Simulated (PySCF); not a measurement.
# Cadmium: a sound run and one with changed settings

Sound run: Cd [Kr] 4d10 5s2, Cd⁺ [Kr] 4d10 5s1. Computed with PySCF 2.14 in def2-TZVP with the def2 core potential (28 electrons), with a scalar-relativistic core potential. In the sound run the correlated levels freeze 4s2 4p6 outside the core potential. The sound run starts from symmetry-adapted Hartree-Fock orbitals and uses a fine grid where one is needed.

Changed run: a valence shell is frozen. This setting is unsound on purpose.

```csv
species,method,sound run (hartree),changed run (hartree),converged
Cd,MP2,-167.21456,-166.90386,yes
Cd,CCSD(T),-167.20952,-166.91384,yes
```

Ionisation energy of Cd:

```csv
method,sound run (eV),changed run (eV)
UHF,7.338,7.338
MP2,8.478,7.881
SCS-MP2,8.481,7.989
CCSD,8.510,8.152
CCSD(T),8.589,8.152
CCSDT,n/a,8.152
FCI,n/a,8.152
```

Freezing a valence shell removes pair correlation that changes on ionisation.

For comparison, NIST gives 8.994 eV between the lowest levels.
